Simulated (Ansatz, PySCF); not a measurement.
Molecule: CaO2 (charge 0, singlet). 
Coordinates optimised at B3LYP-D3(BJ)/def2-TZVP (Ansatz, a first-principles code):
```
O
O 1 1.5175
Ca 1 1.9812 2 67.48
```
Charge 0, spin multiplicity 1.

Total electronic energies in hartree. Correlated levels leave the core frozen unless marked. No spin-orbit coupling. The frozen core is the preceding noble-gas configuration, with the filled d and f shells of earlier blocks. The outer core of K, Ca and their heavier congeners is not correlated, a term that matters for these elements. No relativistic terms. Basis-set limits of correlation are two-point, X^-3; Hartree-Fock from the larger set. [CCSD(T)-MP2]/basis is that difference in the basis named. The program attaches cautions to a run behind MP2/STO-3G: large difference. The program attaches cautions to a run behind SCS-MP2/STO-3G: large difference.

| level | program | energy (Eh) |
|---|---|---|
| HF/6-31G | Ansatz | -826.29056 |
| HF/def2-TZVPP | Ansatz | -826.43032 |
| RI-HF/def2-TZVPPD | Ansatz | -826.43432 |
| RI-HF/def2-QZVPP | Ansatz | -826.45833 |
| RI-HF/def2-QZVPPD | Ansatz | -826.45880 |
| SVWN5/def2-TZVPD | Ansatz | -825.16616 |
| BP86/def2-TZVPD | PySCF | -828.12205 |
| PBE0-D3(BJ)/def2-TZVPD | Ansatz + dftd3 | -827.69536 |
| PBE0-D4/def2-TZVP | Ansatz + dftd4 | -827.69204 |
| BHLYP-D3(BJ)/def2-TZVPD | Ansatz + dftd3 | -827.94911 |
| TPSSh-D4/def2-TZVPD | PySCF + dftd4 | -828.05729 |
| LC-wPBE-D3(BJ)/def2-TZVPD | Ansatz + dftd3 | -827.78150 |
| wB97X/def2-TZVPD | Ansatz | -827.99059 |
| MP2/STO-3G | Ansatz | -817.56881 |
| MP2/def2-SVPD | Ansatz | -826.60949 |
| SCS-MP2/STO-3G | Ansatz | -817.57383 |
| SCS-MP2/def2-SVP | Ansatz | -826.54876 |
| SCS-MP2/def2-SVPD | Ansatz | -826.59221 |
| SCS-MP2/def2-TZVPP | Ansatz | -826.93890 |
| SCS-MP2/def2-QZVPP | Ansatz | -827.01312 |
| CCSD/def2-QZVPP | Ansatz | -827.01119 |
| RI-MP2/CBS(def2-TZVPP,def2-QZVPP)+[CCSD(T)-MP2]/def2-QZVPP | Ansatz | -827.0714 |
| CCSD(T)/CBS(def2-TZVPPD,def2-QZVPPD) | Ansatz | -827.0685 |

Totals of different functionals don't rank their quality; only differences between species are comparable.
